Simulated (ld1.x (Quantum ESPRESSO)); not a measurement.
## Ce: from the effect back to the setting (TM semilocal)

Base potential:

```
Element                 : Ce
Generator               : ld1.x (Quantum ESPRESSO) 7.5
Type                    : norm-conserving Troullier–Martins (semilocal form)
Functional              : BP86
Relativity              : scalar-relativistic
Frozen core             : [Kr] 4d10
Valence charge          : 12
Reference configuration : 4f1 5s2 5p6 5d1 6s0 6p0 (charge +2)
Partial waves           : 5s (bound): rc 1.55 bohr; 5d (bound): rc 3.75 bohr; 4f (bound): rc 1.70 bohr; 5p (bound): rc 1.85 bohr
Local potential         : the p channel
Core correction         : none
```

Cutoffs, loose and tight: the cutoffs (Ry, on a coarse ladder) from which the occupation-weighted sum of valence levels, in a spherical-Bessel basis at the reference potential, stays within 10 and 1 mRy of its value at 400 Ry. They do not see the model core or the augmentation charge, which bear on the density cutoff. Test errors are all-electron minus pseudo excitation energies from the reference, over the configurations 4f1 5s2 5p6 5d1 6s2 6p0; 4f1 5s2 5p6 5d1 6s1 6p0; 4f1 5s2 5p6 5d0 6s0 6p0; 4f1 5s1 5p6 5d1 6s2 6p0; 4f1 5s2 5p6 5d0 6s2 6p1; 4f0 5s2 5p6 5d2 6s2 6p0; 4f0 5s2 5p6 5d0 6s0 6p0; variants that change the core or the reference have their own tests. The largest error is taken over the tests solved by every variant that gives reliable tests at all, those not shown here included: 4f0 5s2 5p6 5d0 6s0 6p0; 4f0 5s2 5p6 5d2 6s2 6p0; 4f1 5s1 5p6 5d1 6s2 6p0; 4f1 5s2 5p6 5d0 6s0 6p0; 4f1 5s2 5p6 5d1 6s1 6p0; 4f1 5s2 5p6 5d1 6s2 6p0.

Only the f radius is moved:

| f radius (bohr) | cutoff, loose | cutoff, tight | bound ghosts | largest test error (meV) |
| --- | --- | --- | --- | --- |
| 1.16 | 200 Ry | 230 Ry | none | +861 |
| 1.28 | 180 Ry | 230 Ry | none | +887 |
| 1.64 | 120 Ry | 140 Ry | none | +975 |
| 2.04 | 90 Ry | 100 Ry | none | +1116 |
| 2.42 | 70 Ry | 90 Ry | none | +1337 |

Q: One more run gave cutoff, loose: 100 Ry; cutoff, tight: 120 Ry; bound ghosts: none; largest test error (meV): +1040. Which value of the f radius was used?

A: 1.86 bohr. The loose cutoff moves one way along this sweep, from 200 Ry at 1.16 to 70 Ry at 2.42 bohr, which places the run between 1.64 and 2.04 bohr.
